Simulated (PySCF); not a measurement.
Core binding energy against partial charge

Species: C7H10OSi.
Cartesian coordinates in Å at the PBE0-D3(BJ)/def2-SVP level; atoms count from 1:
```
atom  x, y, z in Å
C1     2.639    2.469    1.102
C2     1.822    1.670    0.694
C3     0.861    0.758    0.164
C4     0.464   -0.354    0.827
C5    -0.582   -1.246    0.218
C6    -1.917   -1.180    0.973
Si7   -0.664   -0.584   -1.564
O8     0.115   -1.539   -2.691
C9     0.242    1.035   -1.192
H10    3.362    3.171    1.475
H11    0.878   -0.583    1.815
H12   -0.230   -2.294    0.225
H13   -2.653   -1.876    0.541
H14   -1.792   -1.440    2.036
H15   -2.351   -0.168    0.934
H16   -2.048   -0.440   -2.093
H17    1.063   -1.656   -2.578
H18   -0.438    1.903   -1.141
H19    1.008    1.293   -1.943
```

Binding energies: delta-SCF UKS SCAN, pcX-2 on the ionised atom, pcseg-1 elsewhere, spin-free X2C in PySCF. Charges: PBE0/pcSseg-1 ground-state density, for the ionised atom.

| atom | environment | C 1s (eV) | Mulliken (e) | IAO (e) | Hirshfeld (e) | ESP (e) |
| --- | --- | --- | --- | --- | --- | --- |
| C1 | terminal alkyne carbon | 289.80 | -0.401 | -0.242 | -0.118 | -0.374 |
| C4 | alkene CH carbon | 289.98 | +0.013 | -0.133 | -0.035 | -0.511 |
| C5 | sp3 carbon bound to silicon | 290.10 | -0.572 | -0.413 | -0.118 | +0.212 |
| C9 | sp3 carbon bound to silicon | 290.16 | -0.454 | -0.575 | -0.167 | -0.410 |
| C2 | alkyne carbon | 290.46 | +0.422 | -0.028 | -0.049 | -0.129 |
| C6 | methyl carbon | 290.55 | -0.218 | -0.398 | -0.113 | -0.414 |
| C3 | fully substituted alkene carbon | 290.91 | -0.411 | -0.021 | +0.002 | +0.318 |

Task: Give the correlation coefficient and slope of binding energy on charge for each scheme.

Result: ESP: r = 0.54, slope 0.6 eV per e; Hirshfeld: r = 0.53, slope 3.4 eV per e; IAO: r = 0.37, slope 0.7 eV per e; Mulliken: r = 0.14, slope 0.1 eV per e. On 7 points no scheme stands out.

Task: The point-charge model writes a binding energy as kq + V + constant, with V the potential of the other atoms' charges at the site. What does it give with the Hirshfeld charges?

Result: V = Σ 14.40 eV Å × q/r over all other atoms: +0.85 eV at C1, +0.14 eV at C4, +1.50 eV at C5, +2.38 eV at C9, -0.64 eV at C2, +1.39 eV at C6, -0.87 eV at C3. Fitting binding energy − V to q gives k = 22.6 eV per e and leaves an rms residual of 0.45 eV, against 0.30 eV for the fit on q alone. The model has no term for differences in relaxation between sites.

Spin contamination (⟨S²⟩ against 0.75 for a pure doublet) is marked for C 1s of C2 (0.92) and C 1s of C3 (0.86), which makes these values less certain. The structure is a single PBE0-D3(BJ)/def2-SVP conformer in the gas phase; no vibrational or solvent corrections.
